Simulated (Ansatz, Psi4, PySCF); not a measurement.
CH3O, doublet, geometry from GFN2-xTB. Base run: BLYP/STO-3G run with PySCF.

PySCF was given this input:
```python
from pyscf import gto, scf, dft

mol = gto.Mole()
mol.atom = '''
    C     0.007376   -0.542581   -0.035516
    O    -0.023996    0.767211    0.026174
    H     1.056498   -0.912751    0.044622
    H    -0.435222   -0.988122    0.886279
    H    -0.473558   -0.981330   -0.927194
'''
mol.basis = 'sto-3g'
mol.charge = 0
mol.spin = 1
mol.verbose = 3
mol.build()

mf = dft.UKS(mol)
mf.xc = 'blyp'
mf.kernel()
```

The same geometry, method and basis name were run in Ansatz (a program for electronic structure) and Psi4 and PySCF, at each program's defaults and at the settings that a row names. The base is PySCF at its defaults. Differences at the defaults can come from grids, fitting, cores and function types together.

| code and settings | ΔE vs base (mEh) | basis functions | E (Eh) | SCF cycles | dipole (D) |
|---|---|---|---|---|---|
| PySCF, defaults (exact integrals, its default grid, spherical functions) | 0.000 | 13 | -113.45958 | 9 | 1.22 |
| Psi4, defaults (density fitting with its default set, its default grid, spherical functions) | -0.743 | 13 | -113.46032 | 8 | 1.22 |
| Ansatz, defaults (factorised integrals, its default grid, spherical functions) | -0.001 | 13 | -113.45958 | - | - |
| PySCF, density fitting with def2-universal-jkfit | -0.743 | 13 | -113.46032 | 9 | 1.22 |
| PySCF, fine grid | 0.000 | 13 | -113.45958 | 9 | 1.22 |
| Psi4, exact integrals, spherical functions, fine grid | 0.000 | 13 | -113.45958 | 10 | 1.22 |
| Ansatz, high accuracy | 0.000 | 13 | -113.45958 | - | - |

Open shells are given as the SCF converged; they aren't shown to be the lowest states, and a large step between rows can be another state.
